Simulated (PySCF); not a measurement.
Species: C₇H₁₀N (doublet state).
Cartesian coordinates in Å at the GFN2-xTB level; atoms count from 1:
```xyz
18
C7H10N angstrom
C      2.5079    1.0729    0.6643
C      1.7450    0.3878    0.0471
C      0.8134   -0.4438   -0.6922
C      0.1869   -1.5042    0.2295
C     -0.7775   -0.8898    1.1814
N     -1.6527    0.0841    0.6952
C     -1.1016    1.0876   -0.1928
C     -0.3058    0.4094   -1.3025
H      3.1816    1.6700    1.2029
H      1.3689   -0.9437   -1.4959
H      0.9685   -2.0223    0.7921
H     -0.3039   -2.2570   -0.4117
H     -1.1730   -1.4995    1.9769
H     -2.2437    0.4769    1.4160
H     -1.9317    1.6615   -0.6163
H     -0.4360    1.7842    0.3428
H      0.1128    1.1683   -1.9660
H     -0.9680   -0.2360   -1.8826
```

The hyperfine couplings belong to this conformer and change with its torsions.

The species is `C1CN[CH]C[C@@H]1C#C` [radical].

Computed with UKS B3LYP, pcH-1 on C H N, non-relativistic, mean-field spin-orbit, GIAO in PySCF 2.14.0. One conformer (not necessarily the lowest) at the GFN2-xTB geometry, without solvent, vibrations or thermal averaging. A GFN2-xTB geometry isn't a minimum of the functional, and hyperfine couplings can be far from their values at a DFT geometry. No stability test was run, so a lower SCF solution isn't excluded.

(1) Where do the isotropic ENDOR lines of N6, H12, H13, H16, H11, H10, H9 and H17 fall at 332.9 mT, to first order?

(2) Which pairs are centred on the nuclear Larmor frequency, and which on half the coupling?

(3) At what field would the lower line of H11 fall to zero frequency?

Answers

(1) ν± = |νn ± a/2|, one line for each electron-spin manifold; νn = |g_N| × 7.62259 MHz/T × B.

| nuclei | isotope | g_N | νn (MHz) | a_iso (MHz) | lower line (MHz) | upper line (MHz) |
| --- | --- | --- | --- | --- | --- | --- |
| N6 | 14N | 0.4038 | 1.02 | 11.16 | 4.55 | 6.60 |
| H12 | 1H | 5.5857 | 14.17 | 106.69 | 39.17 | 67.52 |
| H13 | 1H | 5.5857 | 14.17 | -35.90 | 3.77 | 32.12 |
| H16 | 1H | 5.5857 | 14.17 | 22.96 | 2.69 | 25.65 |
| H11 | 1H | 5.5857 | 14.17 | 22.32 | 3.02 | 25.33 |
| H10 | 1H | 5.5857 | 14.17 | -3.05 | 12.65 | 15.70 |
| H9 | 1H | 5.5857 | 14.17 | -1.13 | 13.61 | 14.74 |
| H17 | 1H | 5.5857 | 14.17 | -0.88 | 13.73 | 14.61 |

(2) Centred on νn, since |a| < 2νn: H16, H11, H10, H9 and H17. Centred on |a|/2 and split by 2νn: N6, H12 and H13.

(3) Where νn = |a|/2, that is B = 11.16 MHz/(5.5857 × 7.62259 MHz/T) = 262 mT, as far as first order holds there.
